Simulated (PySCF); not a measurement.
Computed shifts of a molecule CH₇FOSi₂, HF/pcSseg-1 run with PySCF, GIAO, gas phase, atoms alike by connectivity averaged where their shifts nearly agree, in ppm (number of nuclei): ¹³C: 52.8 (1). ²⁹Si: -3.3 (1), -96.5 (1). ¹⁹F: -133.0 (1). ¹H: 4.91 (1), 3.97 (3), 3.46 (3). References: ¹³C against TMS (σ = 192.6 ppm); ¹⁷O against H2O (σ = 333.0 ppm); ²⁹Si against TMS (σ = 393.8 ppm); ¹⁹F against CFCl3 (σ = 238.5 ppm); ¹H against TMS (σ = 31.99 ppm), references at their B3LYP-D3(BJ)/def2-TZVP geometries, non-relativistic. Geometry: B3LYP-D3(BJ)/def2-SVP. The values are those of a single conformer.

Which molecule gave these data?
(A) F[SiH2]CO[SiH3]
(B) C[Si@@H](F)O[SiH3]
(C) CO[Si@@H](F)[SiH3]
(D) FC[SiH2]O[SiH3]

C, CO[Si@@H](F)[SiH3]
